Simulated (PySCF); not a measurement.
Compound: C₈H₄S.
Bonds: C1–C2 (triple), C2–C3, C3–C4 (triple), C4–C5, C5–C6 (aromatic), C6–C7 (aromatic), C7–C8 (aromatic), C8–S9 (aromatic), C5–S9 (aromatic). Hydrogens: H10 on C1; H11 on C6; H12 on C7; H13 on C8.

Method: PBE0-D3(BJ)/def2-SVP geometry optimisation, gas phase in PySCF; density fitting, grid level 2; the optimiser is geomeTRIC in internal coordinates, started from a GFN2-xTB structure.

Step 0: E = -19169.5282 eV
```
atom  x, y, z in Å  |  force x, y, z in eV/Å
C1      4.6368    0.1849    0.4505    0.207   0.004   0.037
C2      3.4492    0.1563    0.2420   -0.526   0.000  -0.116
C3      2.1174    0.1258    0.0055    0.240  -0.015   0.081
C4      0.9192    0.0872   -0.1861   -0.247   0.027  -0.105
C5     -0.4477    0.0574   -0.4307   -0.124   0.229  -0.458
C6     -1.4352   -0.4740    0.3590   -0.228  -0.010  -0.029
C7     -2.7180   -0.3276   -0.1995    0.041  -0.082   0.166
C8     -2.7003    0.3095   -1.4003    0.520   0.242  -0.350
S9     -1.1144    0.7506   -1.8888   -0.090  -0.138   0.246
H10     5.6690    0.2097    0.6313    1.107   0.026   0.196
H11    -1.2350   -0.9482    1.3031    0.155  -0.238   0.479
H12    -3.6172   -0.6818    0.2722   -0.498  -0.175   0.226
H13    -3.5282    0.5508   -2.0372   -0.556   0.130  -0.370
```

Task: Estimate the geometry and energy of step 1. (The exact step hangs on the optimiser's Hessian estimate; all steps are aligned on step 0, rigid shifts and turns removed.)

Result: E = -19169.5949 eV, largest force 0.182 eV/Å
```
atom  x, y, z in Å  |  force x, y, z in eV/Å
C1      4.6790    0.1873    0.4543    0.181   0.009   0.022
C2      3.4803    0.1585    0.2444   -0.093  -0.016   0.010
C3      2.1332    0.1228    0.0152    0.075   0.022  -0.024
C4      0.9285    0.0925   -0.1925   -0.076  -0.015   0.012
C5     -0.4553    0.0586   -0.4328    0.004   0.007  -0.010
C6     -1.4544   -0.4773    0.3617    0.048  -0.043   0.093
C7     -2.7425   -0.3294   -0.2014   -0.074  -0.019   0.018
C8     -2.7170    0.3143   -1.4141   -0.057   0.010  -0.029
S9     -1.1294    0.7457   -1.8808    0.017   0.024  -0.044
H10     5.7397    0.2140    0.6377   -0.098  -0.003  -0.017
H11    -1.2423   -0.9579    1.3181   -0.011   0.018  -0.037
H12    -3.6607   -0.6850    0.2697    0.031   0.012  -0.016
H13    -3.5634    0.5564   -2.0585    0.055  -0.005   0.021
```

The energy changes by -0.0666 eV. The first-order estimate −F·Δx gives -0.1399 eV and the mean of the old and new forces, exact on a quadratic surface, -0.0677 eV. The step makes an angle of 53° with the force vector and moves no atom by more than 0.071 Å.

What follows is the cost of the whole optimisation. On an Arm Neoverse V1 with one thread (shared host), this took 48 s of wall time and 0.72 GiB of memory at its peak.
